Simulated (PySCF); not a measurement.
Calculation: PBE-D3(BJ)/def2-TZVP // BP86-D3(BJ)/def2-SVP in PySCF. All species are isolated molecules in the gas phase. 

Reference species: [Zn(H)2] (neutral, multiplicity 1).

```json
{
 "HOMO–LUMO gap": "5.46 eV",
 "charge on the central atom (meta-Löwdin)": "0.83 e"
}
```

Changed species: [Zn(F)2] (0 of 2 F replaced by H; the reference has 2 of 2 F replaced by H).

Q: What does the change do to the HOMO–LUMO gap and charge on the central atom (meta-Löwdin)?

A: the HOMO–LUMO gap increases by 0.13 eV, to 5.59 eV; the charge on the central atom (meta-Löwdin) rises by 0.54 e, to 1.37 e.
